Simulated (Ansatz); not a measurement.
`c1cc2c1cc1ccc3cc4ccc2c1c34` with charge -1. Charge -1, multiplicity 2. Geometry r2SCAN-D4/def2-SVP, that of the neutral singlet; atoms count from 1.

```tsv
atom	x (Å)	y (Å)	z (Å)
C1	-1.394	3.371	0.996
C2	-2.167	2.802	-0.024
C3	-1.329	1.620	-0.074
C4	-0.489	2.228	1.025
C5	0.615	1.674	1.599
C6	1.003	0.366	1.085
C7	2.089	-0.436	1.481
C8	2.419	-1.733	0.920
C9	1.590	-2.213	-0.082
C10	1.022	-3.144	-1.167
C11	-0.016	-2.221	-1.441
C12	-1.176	-1.686	-2.078
C13	-1.627	-0.431	-1.646
C14	-1.018	0.387	-0.603
C15	0.164	-0.166	0.039
C16	0.530	-1.363	-0.421
H17	-1.452	4.310	1.551
H18	-3.057	3.129	-0.566
H19	1.186	2.163	2.394
H20	2.744	-0.056	2.273
H21	3.294	-2.260	1.312
H22	1.311	-4.122	-1.562
H23	-1.724	-2.197	-2.875
H24	-2.518	-0.022	-2.135
```

The highest occupied level of the charge -1 doublet lies above zero (up to 0.29 eV). By energy differences its removal costs 1.17 eV (vertical, to the charge 0 singlet, at PBE0-D4/def2-SVP); self-interaction error and the lack of diffuse functions both raise the level.

Estimate the Mulliken populations from the PBE0/def2-SVP orbitals of Ansatz.


| atom | charge (e) | spin (α − β) |
| --- | --- | --- |
| C1 | -0.10 | 0.32 |
| C2 | -0.06 | -0.17 |
| C3 | -0.03 | 0.27 |
| C4 | 0.12 | -0.04 |
| C5 | -0.13 | 0.02 |
| C6 | 0.02 | 0.05 |
| C7 | -0.08 | -0.03 |
| C8 | -0.19 | 0.04 |
| C9 | 0.16 | -0.03 |
| C10 | -0.23 | 0.42 |
| C11 | 0.19 | 0.00 |
| C12 | -0.14 | 0.00 |
| C13 | -0.04 | 0.26 |
| C14 | 0.00 | -0.10 |
| C15 | 0.01 | -0.05 |
| C16 | -0.17 | 0.08 |
| H17 | -0.04 | -0.02 |
| H18 | -0.03 | 0.01 |
| H19 | -0.04 | 0.00 |
| H20 | -0.04 | 0.00 |
| H21 | -0.03 | 0.00 |
| H22 | -0.06 | -0.02 |
| H23 | -0.04 | 0.00 |
| H24 | -0.05 | -0.01 |
Mulliken values and Mayer orders depend strongly on the basis.

Where does the spin sit?

Summed by element: C 1.05, H -0.05, of 1 unpaired in all. Largest on single atoms: C10 0.42, C1 0.32, C3 0.27.

And the Mayer bond orders between bonded heavy atoms (over 0.3)?

C1–C2 1.38 (1.40 Å); C1–C4 0.98 (1.46 Å); C2–C3 1.06 (1.45 Å); C3–C4 1.02 (1.51 Å); C3–C14 1.37 (1.38 Å); C4–C5 1.62 (1.36 Å); C5–C6 1.07 (1.46 Å); C6–C7 1.47 (1.41 Å); C6–C15 1.15 (1.44 Å); C7–C8 1.25 (1.45 Å); C8–C9 1.45 (1.39 Å); C9–C10 0.99 (1.54 Å); C9–C16 1.12 (1.40 Å); C10–C11 1.23 (1.42 Å); C11–C12 1.26 (1.43 Å); C11–C16 1.04 (1.44 Å); C12–C13 1.40 (1.40 Å); C13–C14 1.25 (1.46 Å); C14–C15 1.11 (1.45 Å); C15–C16 1.54 (1.33 Å).
